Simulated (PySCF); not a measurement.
SMILES [O]=[Mo](=[O])=[O] (B3LYP/def2-SVP optimised geometry):

```
4

Mo    -0.558    -0.799     0.000
O     -1.146     0.799     0.000
O      1.146    -0.799     0.000
O     -1.146    -1.644     1.357
```

Computed with B3LYP/def2-TZVP, def2 effective core potentials past Kr run with PySCF.

### Question
What are the frontier orbital energies and the dipole moment?

### Answer
HOMO-2 -9.03 eV, HOMO-1 -9.03 eV, HOMO -8.81 eV, LUMO -5.15 eV, LUMO+1 -2.81 eV; dipole moment 5.01 D.

On the same geometry PBE/def2-TZVP, def2 effective core potentials past Kr (PySCF) gives HOMO-2 -7.69 eV, HOMO-1 -7.69 eV, HOMO -7.42 eV, LUMO -5.46 eV, LUMO+1 -3.26 eV; dipole moment 4.76 D.
